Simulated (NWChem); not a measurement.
C$_{3}$HCl$_{3}$; SMILES ClC=C=C(Cl)Cl

**Question.** Give the equilibrium geometry at PBE-D3(BJ)/def2-SVP (NWChem) as a list of bonds and angles, with the point group.

**Answer.** point group Cs; any orientation.
Bonds (Å): Cl1–C2 1.747, C2–C3 1.316, C2–H7 1.103, C3–C4 1.317, C4–Cl5 1.742, C4–Cl6 1.742. Angles (°): Cl1–C2–C3 123.8, Cl1–C2–H7 112.9, C3–C2–H7 123.3, C2–C3–C4 179.7, C3–C4–Cl5 122.6, C3–C4–Cl6 122.6, Cl5–C4–Cl6 114.7.
